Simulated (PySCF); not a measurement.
## Radial density of Ar (argon, neutral)

UHF, [Ar], closed-shell 1S. Calculation: PySCF 2.14, in x2c-QZVPPall with one added diffuse shell each of s, p, d, f type (10s7p5d3f1g, 86 functions); scalar relativity by spin-free X2C-1e.

```
r (bohr)  4πr²ρ (e/bohr)
 0.00163          0.1457
 0.00274          0.3813
 0.00461          0.9733
 0.00775           2.381
  0.0130           5.424
  0.0219           10.92
  0.0369           17.86
  0.0620           20.90
   0.104           16.33
   0.175           15.74
   0.295           21.20
   0.496           11.33
   0.835           4.405
    1.40           5.503
    2.36           1.748
    3.97          0.1086
    6.68       0.0006166
```

Densities and radii are taken from the X2C orbitals without a picture-change correction, which distorts them close to the nucleus.
